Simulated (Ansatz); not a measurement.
Frontier orbitals of CH3Cl3TeTiZn, SMILES `[CH3][Zn][Te][Ti]([Cl])([Cl])[Cl]`.

Cartesian coordinates in Å:
```
C 0.857 -1.831 1.524
Zn 0.085 -0.178 0.839
Te -0.992 2.135 0.929
Ti -0.793 1.692 -1.559
Cl -2.776 1.726 -2.444
Cl 0.144 -0.324 -1.785
Cl 0.458 3.228 -2.452
H 0.274 -2.683 1.170
H 1.882 -1.935 1.164
H 0.861 -1.830 2.615
```

Charge 0, multiplicity 1. Correlated methods freeze the filled d shell of Te. For Zn the d shell is correlated and the shells below it are frozen. Correlated methods include outer-core shells of Ti, which these sets cover unevenly. Scalar relativity is left out up to krypton. Te takes the def2 core potential. All single points use the PBE0-D4/def2-TZVP geometry. It is one conformer, not always the lowest. Basis def2-TZVPP, Ansatz 0.2.0.

Wavefunction ionisation energies are left out: the UHF cation lies over 0.3 eV above the hybrids' and is likely on a second state.

Orbital energies of one run (eV). Highest occupied ones, from the top: -6.36, -6.97, -7.48, -7.86, -8.48, -8.88, -9.03, -9.28, -9.57, -9.86, -9.94, -9.97, -10.06, -10.35. Empty: -4.13, -4.01, -3.53, -3.36, -3.35, -1.31.

**Question.** Which functional gave them?
A. ωB97M-V
B. r2SCANh
C. B97M-V
D. B3LYP

**Answer.** C. HOMO energies: B97M-V -6.36, B3LYP -6.90, r2SCANh -6.77, ωB97M-V -9.07 eV.

B3LYP here is the variant with VWN-RPA as its local correlation; programs differ in this.
